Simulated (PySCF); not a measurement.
GeH₅Si, SMILES [SiH3][GeH2] (connectivity only; charge and spin as stated), charge +1, multiplicity 1.

Coordinates come from a PBE0-D3(BJ)/def2-TZVP optimisation. The spin state was assumed, not searched. The isomer is the one that the SMILES or the coordinates give; other isomers of the formula were not compared.

Computed with PySCF with M06-2X/def2-TZVPD.

Isolated molecule, no solvent.

Computed frontier levels, gap, dipole moment and polarisability:
```json
{
 "highest_occupied_level": "-15.38 eV",
 "lowest_empty_level": "-8.35 eV",
 "orbital_gap": "7.03 eV",
 "dipole_moment_about_the_centre_of_nuclear_charge": "0.06 D",
 "mean_static_polarisability": "52.9 bohr³ (7.84 Å³)",
 "polarisability_principal_values": "41.3, 48.9, 68.4 bohr³"
}
```
